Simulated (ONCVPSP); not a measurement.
# manganese (Mn), ONCV: configuration errors across variants

```json
{
 "Element": "Mn (Z = 25)",
 "Generator": "ONCVPSP 4.0.1",
 "Type": "optimised norm-conserving Vanderbilt (ONCV)",
 "Functional": "PBEsol",
 "Relativity": "scalar-relativistic",
 "Frozen core": "[Ar]",
 "Valence charge": "7",
 "Reference configuration": "3d5 4s2",
 "Partial waves": "4s: rc 2.65 bohr, ncon 4, nbas 9, qcut 3.2 1/bohr, 2 projectors, debl 0.7 Ha; p scattering state at 0.3 Ha: rc 2.25 bohr, ncon 3, nbas 8, qcut 3.3 1/bohr, 2 projectors, debl 4 Ha; 3d: rc 1.25 bohr, ncon 4, nbas 8, qcut 13 1/bohr, local",
 "Local potential": "the d channel",
 "Core correction": "Teter function, fcfact 4.5, rcfact 1.75"
}
```

All-electron excitation energies from the reference (eV): (1) 3d5 4s1 8.433; (2) 3d5 4s0 23.945; (3) 3d4 4s0 56.425; (4) 3d6 4s0 6.775.

A true bound ghost makes a file unfit for plane-wave use even where its test errors are small: the radial tests pick states by their node count and pass the ghost by.

Errors AE − PS in meV (a dash: test not solved or not reliable):

```tsv
change	(1)	(2)	(3)	(4)	bound ghosts	GHOST(+) flags above zero
base	-59	-493	-1050	-373	s	s, p
all radii but the core radius scaled by about 0.80 (s 2.12, p 1.80, d 1.00 bohr)	-59	-493	-1007	-392	s	p
all radii but the core radius scaled by about 0.88 (s 2.34, p 1.98, d 1.10 bohr)	-59	-493	-1012	-389	s, p	s
all radii but the core radius scaled by about 1.23 (s 3.24, p 2.76, d 1.54 bohr)	-59	-506	-1208	-307	s	p
all radii but the core radius scaled by about 1.30 (s 3.44, p 2.92, d 1.62 bohr)	-60	-517	-1287	-280	s	p
```

Problem. Give the same row for: all radii but the core radius scaled by about 1.12 (s 2.96, p 2.52, d 1.40 bohr).

Solution. -59, -498, -1121, -343; bound ghosts: s; GHOST(+) flags above zero: s, p.
